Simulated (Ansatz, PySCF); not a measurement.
Torsion H4–C1–O2–Se3 in CH4OSe (SMILES CO[SeH]); at each angle all else is relaxed with GFN2-xTB, and the levels are single points there.
Geometry at 60° (charge 0, multiplicity 1):
```xyz
7

C     -0.81871    -0.18220     0.08701
O     -0.10978     0.80660    -0.61950
Se    -0.85906     1.47919    -2.13301
H     -1.00014    -1.07163    -0.52362
H     -1.77402     0.18979     0.46747
H     -0.17936    -0.44980     0.92927
H     -0.43113     0.39576    -3.02543
```

On the grid 0° to 120°, 0° is the highest and 60° the lowest point at MP2/CBS(cc-pVTZ, cc-pVQZ) + ΔCCSD(T)/cc-pVTZ.

Correlated levels freeze the cores. Filled d and f shells under p-block atoms count as core. Rows in STO-3G carry no dispersion term and start afresh at each structure; the Pople sets are all-electron and without relativity.

Run with Ansatz (Gaussian orbitals); PySCF for STO-3G rows, the dispersion terms. Values without a source in brackets are computed.

Problem. One of these levels gives 2.06 kcal/mol for the energy at 0° less that at 60°. Which one is it?
A) HF/STO-3G
B) BLYP-D4/def2-TZVPP
C) MP2/cc-pVDZ

Solution. C, MP2/cc-pVDZ. The others give 2.84 (HF/STO-3G), 1.61 (BLYP-D4/def2-TZVPP)

Ansatz is a first-principles code.
